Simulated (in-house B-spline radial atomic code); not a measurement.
Inner levels of ytterbium as electrons are removed. A shift is the extra binding of the orbital against the neutral atom ([Xe] 4f14 6s2). The density at the nucleus is averaged over the nuclear charge. Computed with a B-spline radial code for spherical atoms: Dirac-Hartree-Fock, jj configuration that fills j = l - 1/2 first, finite nuclei.

A number in brackets counts the electrons of a j subshell.

```csv
ion,configuration,shift of 1s1/2 (eV),radius of 1s1/2 (bohr),Σ<r²> (bohr²),change of density at nucleus (bohr⁻³)
Yb61+,[He] 2s2 2p1/2(2) 2p3/2(3),5517.58,0.019629,0.047647,-26370.6
Yb62+,[He] 2s2 2p1/2(2) 2p3/2(2),5944.58,0.019618,0.04054,-24679
Yb63+,[He] 2s2 2p1/2(2) 2p3/2(1),6376.09,0.019606,0.033618,-22963.2
Yb64+,[He] 2s2 2p1/2(2),?,?,?,?
Yb65+,[He] 2s2 2p1/2(1),7308.2,0.019578,0.02129,-22242.2
Yb66+,[He] 2s2,7810.18,0.019561,0.015869,-23343.6
Yb67+,[He] 2s1,8228.87,0.019559,0.008391,-82881.5
Yb68+,1s2,?,?,?,?
Yb69+,1s1,9972.89,0.01943,0.00051632,-542236
```

Task: Fill in the row of Yb64+.

Result: shift of 1s1/2 (eV): 6812.09; radius of 1s1/2 (bohr): 0.019595; Σ<r²> (bohr²): 0.026874; change of density at nucleus (bohr⁻³): -21223.1.

Task: Fill in the row of Yb68+.

Result: shift of 1s1/2 (eV): 8650.84; radius of 1s1/2 (bohr): 0.01955; Σ<r²> (bohr²): 0.001046; change of density at nucleus (bohr⁻³): -143605.
